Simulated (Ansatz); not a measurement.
`FCC1=C[SiH2]1` → `C1=C[SiH2]1` + `[CH]F` at 700 K and 1 bar (formal loss of a carbene).

Isolated molecules relaxed with PBE0-D4/def2-TZVP in Ansatz; ΔE leaves out vibrations. CCSD(T)/CBS adds triple-zeta CCSD(T) − MP2 to the extrapolated MP2 energy (def2 sets, frozen cores). This one scheme is used for every species. One conformer a species, not always the lowest.

```json
{"species": "`FCC1=C[SiH2]1`", "CCSD(T)/CBS energy (Eh)": "-505.95207", "H − E (kJ/mol)": "249.2", "S (J/(mol·K))": "433.5"}
{"species": "`C1=C[SiH2]1`", "CCSD(T)/CBS energy (Eh)": "-367.50726", "H − E (kJ/mol)": "170.7", "S (J/(mol·K))": "330.3"}
{"species": "`[CH]F`", "CCSD(T)/CBS energy (Eh)": "-138.29972", "H − E (kJ/mol)": "58.3", "S (J/(mol·K))": "255.7"}
```

H − E and S are ideal-gas, rigid-rotor, harmonic terms from PBE0-D4/def2-TZVP, for one conformer and one mirror image of each species. 1 Eh = 2625.50 kJ/mol, R = 8.31446 J/(mol·K).

**Question.** By hand: ΔE, ΔH, ΔS and ΔG.

**Answer.** ΔE = (-367.50726) + (-138.29972) − (-505.95207) = 0.14509 Eh = 380.9 kJ/mol. Δ(H − E) = 170.7 + 58.3 − 249.2 = -20.2, so ΔH = 360.7 kJ/mol. ΔS = 330.3 + 255.7 − 433.5 = 152.5 J/(mol·K). ΔG = 360.7 − 700 × (152.5)/1000 = 253.9 kJ/mol.

**Question.** By hand: the equilibrium constant, and the temperature at which ΔG would vanish if ΔH and ΔS stayed fixed.

**Answer.** log₁₀ K = −ΔG/(RT ln 10) = -18.9. ΔG = 0 at ΔH/ΔS = 2365 K.

The number of gas molecules changes by +1, which sets the sign of ΔS. A doubt of 5 kJ/mol in ΔE shifts log₁₀ K by 0.4 here. Other conformers and mirror images would add mixing entropy, several J/(mol·K) or more a flexible species. Modes under 60 cm⁻¹, often nearly free rotors, make the harmonic entropy too high. These are equilibria of isolated gas molecules and say nothing of rates. Largest T1 diagnostic: 0.018 (customary marks: 0.02 for closed shells, 0.045 for open ones).
